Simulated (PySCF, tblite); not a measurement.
Species: C3H7FO3Si.
SMILES with atom numbers: `[OH:1][SiH2:2][O:3][C@@H:4]1[CH2:5][C@@H:6]([F:7])[O:8]1` (hydrogens: H9 on O1; H10, H11 on Si2; H12 on C4; H13, H14 on C5; H15 on C6)

Geometry (GFN2-xTB, Å), atoms numbered from 1 in this order:
```
atom  x, y, z in Å
O1    -2.592   -0.505   -0.256
Si2   -2.109    0.351    1.028
O3    -0.539    0.847    0.887
C4     0.519    0.079    0.545
C5     1.659    0.830   -0.165
C6     1.359   -0.123   -1.318
F7     2.363   -1.020   -1.552
O8     0.295   -0.723   -0.637
H9    -1.936   -0.925   -0.812
H10   -2.753    1.649    1.041
H11   -2.253   -0.470    2.228
H12    0.830   -0.567    1.379
H13    1.427    1.871   -0.361
H14    2.647    0.717    0.270
H15    1.078    0.285   -2.297
```

Method: PBE0/pcSseg-1 in PySCF (dipole) on a GFN2-xTB geometry, gas phase.

Masses are those of the commonest isotopes; rigid-rotor values at the optimised geometry. The values belong to one conformer with, in the numbering `[OH:1][SiH2:2][O:3][C@@H:4]1[CH2:5][C@@H:6]([F:7])[O:8]1`, H–O1–Si2–O3 22°, O1–Si2–O3–C4 -49°, Si2–O3–C4–C5 151°.

Give the principal moments of inertia and the rotational constants in MHz.

Ia = 118.32, Ib = 525.39, Ic = 606.36 u·Å²; 505379 MHz·u·Å²/I gives A = 4271, B = 961.9, C = 833.5 MHz.

What kind of rotor is it?

A near-prolate asymmetric top. Ray's parameter κ = (2B − A − C)/(A − C) = -0.925; −1 is the prolate and +1 the oblate limit.

Is it planar, by Δ = Ic − Ia − Ib?

Not planar: Δ = Ic − Ia − Ib = -37.35 u·Å². For a rigid frame Δ = −2 Σ m c², so Σ m c² = 18.67 u·Å² lies off the ab plane: 9.28 from hydrogen and 9.39 from heavier atoms. The atom farthest from that plane is 1.53 Å away.

Give the other two planar moments, Paa and Pbb, and the rms extents of the mass along the axes.

Paa = Σ m a² = (Ib + Ic − Ia)/2 = 506.71 and Pbb = Σ m b² = (Ia + Ic − Ib)/2 = 99.64 u·Å². With the mass M = 138.01 u, the rms extents √(P/M) along a, b and c are 1.92, 0.85, 0.37 Å.

Which types of transition are allowed, and where do some lines up to J = 2 fall?

The dipole components are |μa| = 0.82 D, |μb| = 1.60 D, |μc| = 0.42 D. The squared components, which scale the intensities, stand as 0.26 : 1.00 : 0.07 (a : b : c). Some lines, for components of 0.1 D or more:

```csv
type,branch,"J(Ka,Kc)",MHz,lower level (cm⁻¹)
a,Q,"2(1,1) ← 2(1,2)",385,0.286
a,R,"1(0,1) ← 0(0,0)",1795,0.000
c,Q,"2(1,2) ← 2(0,2)",3185,0.180
c,Q,"1(1,1) ← 1(0,1)",3309,0.060
b,Q,"1(1,0) ← 1(0,1)",3438,0.060
a,R,"2(1,2) ← 1(1,1)",3462,0.170
b,Q,"2(1,1) ← 2(0,2)",3570,0.180
a,R,"2(0,2) ← 1(0,1)",3587,0.060
a,R,"2(1,1) ← 1(1,0)",3719,0.175
b,R,"1(1,1) ← 0(0,0)",5105,0.000
c,R,"1(1,0) ← 0(0,0)",5233,0.000
b,R,"2(1,2) ← 1(0,1)",6772,0.060
c,R,"2(1,1) ← 1(0,1)",7157,0.060
c,Q,"2(2,1) ← 2(1,1)",9928,0.299
b,Q,"2(2,0) ← 2(1,1)",9932,0.299
b,Q,"2(2,1) ← 2(1,2)",10314,0.286
b,R,"2(2,1) ← 1(1,0)",13648,0.175
c,R,"2(2,0) ← 1(1,0)",13651,0.175
c,R,"2(2,1) ← 1(1,1)",13776,0.170
b,R,"2(2,0) ← 1(1,1)",13780,0.170
```

Estimate the classical rotational partition function at 25 K, 100 K and 200 K.

Point group C1, symmetry number σ = 1; q = (√π/σ)·√((kT/h)³/(ABC)), k/h = 20836.6 MHz/K: 11400 at 25 K, 91100 at 100 K, 258000 at 200 K.

Its GFN2-xTB frequencies are all real (lowest 32 cm⁻¹). Zero-point vibration and centrifugal distortion are left out.
